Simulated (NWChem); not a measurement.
System: NaF; SMILES [Na][F]

Here is an NWChem input.

```
start job
memory heap 200 mb stack 900 mb global 1100 mb
geometry units angstroms noautosym nocenter noautoz
  Na     0.000000     0.000000    -0.856691
  F      0.000000     0.000000     1.031560
end
basis spherical
  * library def2-svpd
end
dft
  xc xpbe96 cpbe96
  iterations 150
end
tddft
  nroots 6
  notriplet
end
task tddft energy
```

Coordinates come from a PBE0/def2-SVP optimisation.

Vertical excitations in the gas phase.

Predict the main results of this run. (PBE/def2-SVPD, full TDDFT.) Quantities: lowest excitation, singlet (eV); oscillator strength of that lowest state; lowest state with f > 0.02, singlet (eV); oscillator strength of that bright state; orbital gap (eV).


```yaml
lowest excitation, singlet (eV): 3.19
oscillator_strength_of_that_lowest_state: 0.007
lowest state with f > 0.02, singlet (eV): 3.58
oscillator_strength_of_that_bright_state: 0.056
orbital gap (eV): 3.17
```
